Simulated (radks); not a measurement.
Task: Mn I, configuration [Ar] 3d5 4s2. Method: non-relativistic Kohn-Sham, LDA (Slater exchange, Perdew-Wang correlation), spin-polarised, spherical densities, point nucleus; open shells are filled with parallel spins first; computed with a radial shooting solver on a logarithmic mesh with Libxc functionals. Some entries of the table are withheld. Estimate them.

orbital,occ.,eigenvalue (eV),<r^2> (bohr^2)
1s up,1,-6358.156,0.005100
1s down,1,-6358.138,0.005100
2s up,1,-731.0052,0.09479
2s down,1,-728.7157,0.09442
2p up,3,-627.3423,0.07613
2p down,3,-625.5925,0.07575
3s up,1,-85.1706,0.8568
3s down,1,-80.2262,0.8657
3p up,3,-55.6216,0.9720
3p down,3,-50.7880,0.9910
3d up,5,-8.5703,1.866
4s up,1,-5.5996,10.58
4s down,1,-4.5942,12.51
3d down,0,-4.3712,2.545
4p up,0,-1.6786,21.52
4p down,0,-1.2829,26.71
5s up,0,(1),260.2
5s down,0,(2),454.6

Result: 
(1) 5s up eigenvalue (eV): -0.0651
(2) 5s down eigenvalue (eV): -0.0293
